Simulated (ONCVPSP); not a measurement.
# PBEsol ONCV dataset for Se, fully relativistic all-electron reference.

ONCVPSP 4.0.1 input, shortened (lines: element, Z, core and valence counts, functional; n l f; lmax; l rc ep ncon nbas qcut; lloc lpopt rc5 dvloc0; l nproj debl; icmod fcfact rcfact), PBEsol, fully relativistic:

```
  Se 34.00    3    5  -116133      upf
    1    0    2.00
    2    0    2.00
    2    1    6.00
    3    0    2.00
    3    1    6.00
    3    2   10.00
    4    0    2.00
    4    1    4.00
    2
    0    1.05    0.00    4    9   11.30
    1    1.10    0.00    4    7   15.10
    2    0.90    0.00    4    8   18.20
    4    2    0.85    0.00
    0    2    2.90
    1    2    1.80
    2    1    1.60
    2    0.30    1.05
```

Open shells are filled in proportion to 2j + 1.

All-electron outer shells of the reference configuration (PBEsol, scalar-relativistic, ld1.x):

```tsv
shell	level (eV)	outermost node (bohr)	outermost maximum (bohr)
2s	-1605.96	0.06	0.17
2p	-1412.93	–	0.13
3s	-213.09	0.24	0.50
3p	-152.76	0.21	0.50
3d	-53.12	–	0.45
4s	-17.29	0.70	1.51
4p	-6.51	0.74	1.80
```

Task: Estimate the cutoffs (Ha) at which the residual kinetic energy of the hardest occupied pseudo-wave falls to 1 and 0.1 mHa per electron.

Result: 132 Ha and 146 Ha.

Task: Does the potential have ghost states?

Result: No bound ghost flagged; no localised positive-energy state flagged.

Task: Which valence shell sets the plane-wave cutoff?

Result: 3d: 132 Ha for 1 mHa per electron, against 71 Ha for 3p.

Task: Tests: 3s2 3p6 3d10 4s2 4p3; 3s2 3p6 3d10 4s2 4p2; 3s2 3p6 3d10 4s2 4p1; 3s2 3p6 3d9 4s2 4p4. Which has the largest error in its energy relative to the reference configuration, and how large is it?

Result: 3s2 3p6 3d9 4s2 4p4, with +63 meV (all-electron minus pseudo) on +64.08 eV.
